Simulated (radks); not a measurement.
Cu, 29 electrons, occupied as [Ar] 3d9.5 4s1.5 (fractional occupations, a model configuration).

Method: scalar-relativistic Kohn-Sham, PBE, spin-polarised, spherical densities, finite nucleus; open shells are filled with parallel spins first; Fermi nuclear charge, rms radius 3.8823 fm; computed with a radial shooting solver on a logarithmic mesh with Libxc functionals.

Energy parts (hartree):
part                       energy
total                 -1654.82581
kinetic                1679.43971
electron-nucleus      -3982.28002
Hartree                 715.44336
exchange-correlation    -67.42886

Orbitals (lengths in bohr, moments of r in powers of bohr; <r^-3> diverges for s and p1/2; r(max) is where P^2 peaks):
orbital  occ.  eigenvalue (hartree)   <1/r>  <r^-3>      <r>   r(max)
1s up       1             -325.3583   29.16       -  0.05213  0.03411
1s down     1             -325.3577   29.16       -  0.05213  0.03411
2s up       1             -39.14632   6.328       -   0.2352   0.1966
2s down     1             -39.13607   6.329       -   0.2352   0.1966
2p up       3             -33.79750   6.209   705.8   0.2064   0.1582
2p down     3             -33.78969   6.210   706.1   0.2064   0.1582
3s up       1              -4.31469   2.000       -   0.7106   0.6130
3s down     1              -4.29418   1.999       -   0.7108   0.6131
3p up       3              -2.74847   1.847   90.06   0.7470   0.6189
3p down     3              -2.72808   1.846   89.95   0.7472   0.6191
3d up       5              -0.27055   1.403   7.823   0.9990   0.5995
3d down   4.5              -0.24957   1.402   7.817   0.9997   0.6001
4s up       1              -0.19955  0.4638       -    2.809    2.213
4s down   0.5              -0.17962  0.4580       -    2.854    2.220

The highest occupied level is 4s down at -4.888 eV. The spin density at the nucleus is 3.745 e/bohr^3 (1s 0.021, 2s -0.316, 3s 0.162, 4s 3.877). The density falls to 0.001 e/bohr^3 at r = 4.18 bohr.
